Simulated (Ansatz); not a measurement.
Ansatz (a first-principles code) input:

Ansatz 0.2 input:
```yaml
crystal:
  periodic: [false, false, false]
  atoms:
    - {symbol: C, position_ang: [2.46081496, -0.22211342, 0.11832726]}
    - {symbol: C, position_ang: [1.06656662, -0.68773153, -0.14426914]}
    - {symbol: C, position_ang: [0.01882799, 0.20855773, -0.29968199]}
    - {symbol: C, position_ang: [0.08860276, 1.60101801, -0.26877716]}
    - {symbol: C, position_ang: [-1.36739594, -0.39583920, -0.46969187]}
    - {symbol: C, position_ang: [-2.16303324, -0.45530780, 0.84043394]}
    - {symbol: H, position_ang: [3.16283481, -1.06117091, 0.18959000]}
    - {symbol: H, position_ang: [2.84023324, 0.45239150, -0.67295246]}
    - {symbol: H, position_ang: [2.55994069, 0.36317708, 1.05421764]}
    - {symbol: H, position_ang: [0.86975817, -1.75417714, -0.16417683]}
    - {symbol: H, position_ang: [1.01693985, 2.12739204, -0.08482585]}
    - {symbol: H, position_ang: [-0.79827847, 2.20367412, -0.43190981]}
    - {symbol: H, position_ang: [-1.93579265, 0.19057141, -1.20162745]}
    - {symbol: H, position_ang: [-1.27459103, -1.40860440, -0.87619945]}
    - {symbol: H, position_ang: [-2.28984196, 0.54752691, 1.25223216]}
    - {symbol: H, position_ang: [-1.62139794, -1.05114711, 1.57898081]}
    - {symbol: H, position_ang: [-3.15610340, -0.90113604, 0.69862509]}
basis:
  gaussian:
    orbitals: 6-31G*
hamiltonian:
  xc: {name: PBE0}
total_charge: -1
```

Q: What final total energy does it print?

A: -234.89477 Eh (PBE0/6-31G*).

It need not be the lowest isomer of its formula. Whether it binds its extra electron was not tested at this geometry.
